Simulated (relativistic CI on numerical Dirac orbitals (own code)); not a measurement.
Hg4+ (5d8) in a crystal field

Calculated by Dirac-Coulomb-Breit CI, KLI orbitals optimised for each configuration, a model potential for QED, valence Slater integrals scaled by 0.85, one configuration in a parametric crystal field (own radial code).

Field parameters in Wybourne normalisation: D4h B²₀ = −7Ds, B⁴₀ = 21(Dq − Dt), B⁴₄ = 21√(5/14) Dq. The field is a parameter set, without covalency.

S is read from ⟨S²⟩ = S(S + 1).

Levels (cm⁻¹, degeneracy): 0 (1), 195 (2), 8637 (1), 10314 (1), 13437 (1), 14921 (1), 15788 (2), 17864 (1), 18640 (1), 20916 (1), 20926 (2), 25124 (1).

Q: Which field gives this pattern?
A. D4h, 10Dq = 20950, Ds = 550, Dt = 670 cm⁻¹
B. D4h, 10Dq = 20950, Ds = -1500, Dt = 670 cm⁻¹
C. D4h, 10Dq = 20950, Ds = 140, Dt = 670 cm⁻¹
D. D4h, 10Dq = 20950, Ds = 2180, Dt = 670 cm⁻¹

A: C. D4h, 10Dq = 20950, Ds = 140, Dt = 670 cm⁻¹, ground level with S = 0.99.
